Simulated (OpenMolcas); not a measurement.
Computed transition rates of Ti+

| Item | Value |
| --- | --- |
| Program | OpenMolcas |
| Method | CASSCF |
| Basis | ANO-RCC-VTZP [6s5p3d2f1g] |
| Scalar Hamiltonian | DKH3, point nucleus |
| Active space | 3 electrons in 6 orbitals (3d 4s) |
| State averaging | 2S+1 = 4 even, 20 roots; 2S+1 = 2 even, 44 roots kept (CI in the orbitals of an earlier block) |
| Spin-orbit coupling | RASSI with atomic mean-field integrals over the reference wave functions, term energies averaged over their components |

Rates come from the transition moments of the reference wave functions (E1 and E2 in the length form). At fixed line strength A goes as λ^-3 for E1 and M1 and as λ^-5 for E2, so a rate at the computed wavelength can be rescaled to the measured one. Measured vacuum wavelengths follow from level energies in NIST Handbook of Basic Atomic Spectroscopic Data. Branching counts decays inside the model space alone, at computed energies, and the table is only a selection of the E2 and M1 lines, drawn from those between levels with measured partners whose computed energy lies within a factor of 1.5 of the measured one.

```json
{"Upper": "3d2 4s 4F 5/2", "Lower": "3d2 4s 4F 3/2", "Type": "M1", "λ computed (nm)": "112000", "λ measured (nm)": "106300", "A computed (s-1)": "3.09e-05", "A rescaled (s-1)": "3.61e-05", "Branching %": "100.0"}
{"Upper": "3d2 4s 4F 7/2", "Lower": "3d2 4s 4F 5/2", "Type": "M1", "λ computed (nm)": "79940", "λ measured (nm)": "75970", "A computed (s-1)": "8.52e-05", "A rescaled (s-1)": "9.93e-05", "Branching %": "100.0"}
{"Upper": "3d3 4F 9/2", "Lower": "3d3 4F 7/2", "Type": "M1", "λ computed (nm)": "63190", "λ measured (nm)": "77810", "A computed (s-1)": "1.07e-04", "A rescaled (s-1)": "5.73e-05", "Branching %": "8.2"}
{"Upper": "3d2 4s 4F 9/2", "Lower": "3d2 4s 4F 7/2", "Type": "M1", "λ computed (nm)": "62230", "λ measured (nm)": "59630", "A computed (s-1)": "1.12e-04", "A rescaled (s-1)": "1.27e-04", "Branching %": "100.0"}
{"Upper": "3d2 4s 4P 5/2", "Lower": "3d3 4F 9/2", "Type": "E2", "λ computed (nm)": "1273", "λ measured (nm)": "1135", "A computed (s-1)": "1.41e-02", "A rescaled (s-1)": "2.50e-02", "Branching %": "10.6"}
{"Upper": "3d2 4s 4P 1/2", "Lower": "3d3 4F 3/2", "Type": "E2", "λ computed (nm)": "1244", "λ measured (nm)": "1115", "A computed (s-1)": "1.48e-02", "A rescaled (s-1)": "2.56e-02", "Branching %": "9.7"}
{"Upper": "3d3 2G 9/2", "Lower": "3d3 4F 9/2", "Type": "M1", "λ computed (nm)": "945.5", "λ measured (nm)": "1265", "A computed (s-1)": "7.43e-03", "A rescaled (s-1)": "", "Branching %": "33.2"}
{"Upper": "3d3 2G 7/2", "Lower": "3d3 4F 7/2", "Type": "M1", "λ computed (nm)": "940.8", "λ measured (nm)": "1264", "A computed (s-1)": "2.98e-03", "A rescaled (s-1)": "", "Branching %": "16.8"}
{"Upper": "3d3 2G 9/2", "Lower": "3d3 4F 7/2", "Type": "M1", "λ computed (nm)": "931.6", "λ measured (nm)": "1245", "A computed (s-1)": "2.84e-03", "A rescaled (s-1)": "", "Branching %": "12.7"}
{"Upper": "3d3 2G 7/2", "Lower": "3d3 4F 5/2", "Type": "M1", "λ computed (nm)": "929.9", "λ measured (nm)": "1248", "A computed (s-1)": "2.58e-03", "A rescaled (s-1)": "", "Branching %": "14.6"}
{"Upper": "3d2 4s 2D 5/2", "Lower": "3d2 4s 4F 9/2", "Type": "E2", "λ computed (nm)": "889", "λ measured (nm)": "1197", "A computed (s-1)": "7.14e-03", "A rescaled (s-1)": "", "Branching %": "32.4"}
{"Upper": "3d2 4s 2D 5/2", "Lower": "3d2 4s 4F 7/2", "Type": "M1", "λ computed (nm)": "876.5", "λ measured (nm)": "1174", "A computed (s-1)": "6.47e-03", "A rescaled (s-1)": "", "Branching %": "29.3"}
{"Upper": "3d2 4s 2D 5/2", "Lower": "3d2 4s 4F 7/2", "Type": "E2", "λ computed (nm)": "876.5", "λ measured (nm)": "1174", "A computed (s-1)": "2.19e-03", "A rescaled (s-1)": "", "Branching %": "9.9"}
{"Upper": "3d2 4s 2D 3/2", "Lower": "3d2 4s 4F 7/2", "Type": "E2", "λ computed (nm)": "875.4", "λ measured (nm)": "1179", "A computed (s-1)": "1.71e-03", "A rescaled (s-1)": "", "Branching %": "9.3"}
{"Upper": "3d2 4s 2D 3/2", "Lower": "3d2 4s 4F 5/2", "Type": "M1", "λ computed (nm)": "865.9", "λ measured (nm)": "1161", "A computed (s-1)": "7.83e-03", "A rescaled (s-1)": "", "Branching %": "42.8"}
{"Upper": "3d2 4s 2D 3/2", "Lower": "3d2 4s 4F 3/2", "Type": "M1", "λ computed (nm)": "859.2", "λ measured (nm)": "1148", "A computed (s-1)": "4.62e-03", "A rescaled (s-1)": "", "Branching %": "25.2"}
{"Upper": "3d3 4P 5/2", "Lower": "3d3 4F 9/2", "Type": "E2", "λ computed (nm)": "854.3", "λ measured (nm)": "1204", "A computed (s-1)": "8.48e-02", "A rescaled (s-1)": "1.53e-02", "Branching %": "10.4"}
{"Upper": "3d2 4s 4P 5/2", "Lower": "3d2 4s 4F 9/2", "Type": "E2", "λ computed (nm)": "850.9", "λ measured (nm)": "1038", "A computed (s-1)": "7.76e-02", "A rescaled (s-1)": "2.87e-02", "Branching %": "58.2"}
{"Upper": "3d2 4s 4P 3/2", "Lower": "3d2 4s 4F 7/2", "Type": "E2", "λ computed (nm)": "848.5", "λ measured (nm)": "1030", "A computed (s-1)": "6.11e-02", "A rescaled (s-1)": "2.32e-02", "Branching %": "41.8"}
{"Upper": "3d2 4s 4P 1/2", "Lower": "3d2 4s 4F 5/2", "Type": "E2", "λ computed (nm)": "844.1", "λ measured (nm)": "1023", "A computed (s-1)": "5.04e-02", "A rescaled (s-1)": "1.93e-02", "Branching %": "33.0"}
{"Upper": "3d2 4s 4P 3/2", "Lower": "3d2 4s 4F 5/2", "Type": "E2", "λ computed (nm)": "839.6", "λ measured (nm)": "1017", "A computed (s-1)": "4.62e-02", "A rescaled (s-1)": "1.77e-02", "Branching %": "31.6"}
{"Upper": "3d2 4s 4P 5/2", "Lower": "3d2 4s 4F 7/2", "Type": "E2", "λ computed (nm)": "839.5", "λ measured (nm)": "1021", "A computed (s-1)": "2.69e-02", "A rescaled (s-1)": "1.01e-02", "Branching %": "20.1"}
{"Upper": "3d2 4s 4P 1/2", "Lower": "3d2 4s 4F 3/2", "Type": "E2", "λ computed (nm)": "837.8", "λ measured (nm)": "1013", "A computed (s-1)": "7.85e-02", "A rescaled (s-1)": "3.04e-02", "Branching %": "51.3"}
{"Upper": "3d3 4P 1/2", "Lower": "3d3 4F 3/2", "Type": "E2", "λ computed (nm)": "837", "λ measured (nm)": "1183", "A computed (s-1)": "7.75e-02", "A rescaled (s-1)": "1.37e-02", "Branching %": "9.2"}
{"Upper": "3d2 4s 4P 3/2", "Lower": "3d2 4s 4F 3/2", "Type": "E2", "λ computed (nm)": "833.4", "λ measured (nm)": "1007", "A computed (s-1)": "1.55e-02", "A rescaled (s-1)": "6.02e-03", "Branching %": "10.6"}
```

Spin-changing lines and M1 lines between different terms are not rescaled, since their strength hangs on the term gaps too.

The largest correction is for 3d3 4P 1/2 → 3d3 4F 3/2 (E2): 7.75e-02 × (837 / 1183)^5 = 1.37e-02 s-1, a factor of 0.18.

The computed rate and branching of 3d2 4s 4F 5/2 → 3d2 4s 4F 3/2 give the upper level a radiative lifetime of 1.000 / 3.09e-05 s-1 = 3.24e+04 s, counting decays inside the model space alone. The rescaled rate gives about 2.8e+04 s.

The computed order of these levels differs from the measured one in 2 places, and where term gaps are wrong the rates of spin-changing lines can be off by large factors.

These are rates of the free ion; in crystals, glasses and complexes forced electric-dipole and non-radiative decay shorten such lifetimes by orders of magnitude. No measured rate stands beside these. Rescaling mends the energy factor alone: line strengths can still be far off where a level mixes with configurations outside the active space, and weak or spin-changing lines hang on small mixing coefficients that depend on the term gaps too, so rescaling need not improve them.

Without dynamic correlation excited terms often stand tens of per cent too high (terms of higher spin than the ground term too low), and those without a measured partner can miss by more than the paired ones. Some levels mix across a computed gap that differs much from the measured one, so their mixing is not that of the real levels. Terms from blocks run as CI alone lack orbitals of their own. Configurations are named by rounded mean occupations; where the s occupation lies near a half they are strongly mixed, a name can repeat and a true partner stay unpaired. A single d shell beside an s shell can misplace configurations of different d count against each other. Measured partners are found by configuration, term and J. A level has none where our copy of the source lacks it or the pairing is in doubt (some pairs that miss far off the trend of their configuration count as doubtful). Only configurations of the active space appear.
